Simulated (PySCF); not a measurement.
# How methods differ on the excitation energy of P⁺

P⁺ [Ne] 3s2 3p2 (3P) → P⁺ [Ne] 3s1 3p2 3d1 (high-spin determinant), as a difference of total energies. Calculation: PySCF 2.14, in aug-cc-pwCVDZ (6s5p3d, 36 functions); the non-relativistic Hamiltonian (point nucleus). Correlated levels: nothing frozen. The calculations carry no spin-orbit coupling.

| method | excitation energy (eV) |
| --- | --- |
| UHF | 16.602 |
| MP2 (all electrons) | 17.794 |
| SCS-MP2 (all electrons) | 18.098 |
| CCSD (all electrons) | 17.600 |
| CCSD(T) (all electrons) | 17.466 |

How much does correlation contribute at CCSD(T) (all electrons)?

17.466 − (16.602) = 0.864 eV, measured against UHF.

A first-order spin-orbit estimate (lowest level to lowest level, LS coupling) adds 0.008 eV.

The promoted electron is Rydberg-like, and one or two diffuse shells describe it only roughly, which tends to raise the upper state.

The coupled-cluster amplitudes are large for the upper state (T1 above 0.03 or a double amplitude above 0.15), so a single reference is strained.

The determinant of the upper state mixes LS terms, which raises its energy above the lowest term, most at the Hartree-Fock and MP2 levels.
